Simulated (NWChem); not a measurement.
Atomisation of BeCl2

SMILES: [Be]([Cl])[Cl]
```xyz
3

Be     0.0000     0.0000     0.0000
Cl     0.0000     0.0000     1.8144
Cl     0.0000     0.0000    -1.8144
```
Charge 0, spin multiplicity 1.

All runs are NWChem calculations. The geometry was optimised at PBE/def2-SVP, a minimum by its harmonic frequencies.

Basis set: def2-TZVP. The atomisation energy is electronic alone: no zero-point, thermal, spin-orbit or counterpoise terms. No value is extrapolated to the basis-set limit. Free atoms are single determinants with multiplicities Be 1, Cl 2.

B3LYP has NWChem's definition, with VWN1-RPA local correlation. The structure started from a generated list of species. No SCF solution was tested for a lower state. Open-shell Hartree-Fock references start from PBE0 orbitals.

Question: One of these methods gave an atomisation energy of 229.8 kcal/mol. Which?
(A) HF
(B) B3LYP
(C) r2SCAN
(D) M06-2X

Answer: C, r2SCAN. The others give 225.8 (M06-2X), 219.3 (B3LYP), 182.7 (HF).
